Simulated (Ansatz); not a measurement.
Species: YCl₂, charge 1, multiplicity 1. 
Structure (B3LYP-D3(BJ)/def2-TZVP (Ansatz, a quantum-chemistry and plane-wave program) minimum search):
```
Y
Cl 1 2.3557
Cl 1 2.3557 2 111.74
```
Charge +1, spin multiplicity 1.

Wanted: vertical triplet-singlet gap (E(triplet) - E(singlet); each state is the SCF solution reached for its spin; for the triplet the Hartree-Fock reference is unstable and T1 is 0.022), in kcal/mol. Correlated levels leave the core frozen unless marked. UHF or UKS for open shells. Spin-orbit coupling is left out. The frozen core is the preceding noble-gas configuration, with the filled d and f shells of earlier blocks. In def2 rows, elements after Kr have scalar-relativistic effective core potentials. CBS marks a two-point X^-3 extrapolation of the correlation energy; Hartree-Fock from the larger set. The program attaches cautions to a run behind CCSD/def2-SVPD: other roots. The program attaches cautions to a run behind CCSD(T)/def2-SVPD: other roots.

```tsv
level	program	vertical triplet-singlet gap (kcal/mol)
HF/def2-QZVPPD	Ansatz	99.7
RI-HF/def2-TZVPPD	Ansatz	99.5
SVWN5/def2-TZVPD	Ansatz	98.0
B3LYP/def2-TZVPD	Ansatz	99.1
PBE0/def2-TZVPD	Ansatz	102.7
BHLYP/def2-TZVPD	Ansatz	106.3
CAM-B3LYP/def2-TZVPD	Ansatz	105.8
wB97M-V/def2-TZVPD	Ansatz	112.7
wB97X-V/def2-TZVPD	Ansatz	114.6
B2PLYP/def2-TZVPD	Ansatz	108.1
RI-MP2/def2-TZVPPD	Ansatz	125.2
RI-MP2/CBS(def2-TZVPPD,def2-QZVPPD)	Ansatz	128.5
CCSD/def2-SVPD	Ansatz	116.7
CCSD(T)/def2-SVPD	Ansatz	116.0
```
